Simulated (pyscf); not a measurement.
6 organic steps of one kind (ring closure, radical): barrier in kcal/mol, from the separated reactants or the lowest minimum found. Optimised with ωB97X-D3(BJ)/def2-SVP in PySCF. Functionals in def2-TZVP; the last column is ωB97M-D3(BJ)/def2-TZVP. Rows were drawn at random from the steps of this kind and element class whose saddle was verified and whose references are stable.

```csv
step,PBE,B3LYP-D3(BJ),PBE0-D3(BJ),ωB97M-D3(BJ)
`[CH2][C]#[N]` [doublet] → `[C]1=[N][CH2]1` [doublet],53.1,55.6,55.3,54.4
`[CH2][CH2][CH2][CH]=[CH2]` [doublet] -> `[CH]1[CH2][CH2][CH2][CH2]1` [doublet],12.2,15.1,13.8,16.3
`[CH]=[CH][CH]=[CH2]` [doublet] -> `[CH2][CH]1[CH]=[CH]1` [doublet],23.1,27.1,25.2,26.3
`[CH2][CH]=[CH2]` [doublet] → `[CH]1[CH2][CH2]1` [doublet],49.7,53.9,52.4,53.5
`[CH2][CH2][CH]=[CH2]` [doublet] → `[CH2][CH]1[CH2][CH2]1` [doublet],7.1,10.9,9.1,11.7
`[CH]=[C]=[CH2]` [doublet] -> `[C]1=[CH][CH2]1` [doublet],50.9,52.8,52.5,51.7
```

Differences from the last column (kcal/mol): PBE: mean -2.9, median -3.5, mean size 2.9, lower in 6 of 6; B3LYP-D3(BJ): mean +0.3, median +0.6, mean size 0.9, lower in 2 of 6; PBE0-D3(BJ): mean -0.9, median -1.1, mean size 1.5, lower in 4 of 6. PBE is closest for row 6 (0.7 kcal/mol apart) and farthest for row 5 (4.7 kcal/mol). PBE, r²SCAN and M06-2X carry no added dispersion term. The last column is a level with limits of its own. Each barrier is that of the saddle found.
